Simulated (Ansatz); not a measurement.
Cost and result for the atomization energy of CH₄ClO₂Sb, SMILES `OC(Cl)[O][SbH2]` (9 atoms, 8 bonds).

```xyz
9

O    -0.540    1.178   -0.983
C    -0.332   -0.179   -0.839
Cl   -0.068   -0.952   -2.454
O     0.743   -0.489   -0.070
Sb    0.823    0.414    1.718
H     0.214    1.546   -1.460
H    -1.272   -0.596   -0.463
H    -0.833    0.137    2.078
H     1.266   -1.059    2.473
```

The species carries charge 0 and has multiplicity 1. Correlated methods include outer-core shells of Sb, which these sets cover unevenly. Sb takes the def2 core potential. Geometry: relaxed with PBE0-D4/def2-TZVP. It is one conformer, not always the lowest. Program: Ansatz. All runs use 4 threads of an Arm Neoverse V1 on a shared host. Times are those of one run each, without the atoms' runs, and a repeat can differ threefold. Electronic energies, without spin–orbit coupling; frozen cores. CCSD(T)/CBS adds CCSD(T) − MP2 in def2-TZVPP to the MP2 limit, and its time is that of the two runs behind it. T1 = 0.014. With those shells the extrapolation isn't a true limit. HSE06 is the plane-wave form, built on full-range PBE exchange.

CCSD(T)/CBS is a level of theory with its own doubt, some kJ/mol a heavy atom from the limit and from the frozen cores, so smaller differences don't rank the functionals.

```
                             level  functions  wall time  atomization (kJ/mol)  difference from CCSD(T)/CBS  per bond
              revPBE-D4/def2-TZVPP        241      2.3 s                2878.7                         -6.6      -0.8
                BLYP-D4/def2-TZVPP        241      2.3 s                2907.7                         22.4       2.8
                PBE0-D4/def2-TZVPP        241      3.4 s                2865.6                        -19.7      -2.5
               HSE06-D4/def2-TZVPP        241      3.6 s                2866.9                        -18.4      -2.3
           CAM-B3LYP-D4/def2-TZVPP        241      3.8 s                2884.9                         -0.4      -0.1
r2SCAN-D4/def2-TZVPP (with forces)        241      5.5 s                2882.3                         -3.0      -0.4
               PBE-QIDH/def2-TZVPP        241      6.5 s                2816.5                        -68.8      -8.6
                ωB97X-V/def2-TZVPP        241      8.5 s                2899.8                         14.5       1.8
                  CCSD(T)/def2-SVP        106      8.5 s                2624.5                       -260.8     -32.6
  ωB97M-V/def2-TZVPP (with forces)        241       12 s                2882.3                         -3.0      -0.4
                    MP2/def2-QZVPP        443       21 s                2900.9                         15.6       2.0
                CCSD(T)/def2-TZVPP        241    4.2 min                2776.5                       -108.8     -13.6
                 CCSD(T)/CBS(def2)          –    4.5 min                2885.3                          0.0       0.0
```

At CCSD(T), def2-SVP lies −260.8 kJ/mol from the extrapolated value and def2-TZVPP −108.8 kJ/mol: correlation converges slowly with the basis, and small sets miss more of it in the bonded molecule than in its fragments. The D4 term adds +37.1 kJ/mol with B3LYP and +19.3 kJ/mol with PBE0; it sums over pairs of atoms, weighted by their polarisabilities, and B3LYP, whose exchange is more repulsive, gets the larger term. From r2SCAN to r2SCAN0 (25 % exact exchange), in def2-TZVPP and without D4, the atomization energy moves by −93.8 kJ/mol: exact exchange takes away binding that semilocal exchange gives to molecules.

B3LYP here is the variant with VWN-RPA as its local correlation; programs differ in this.
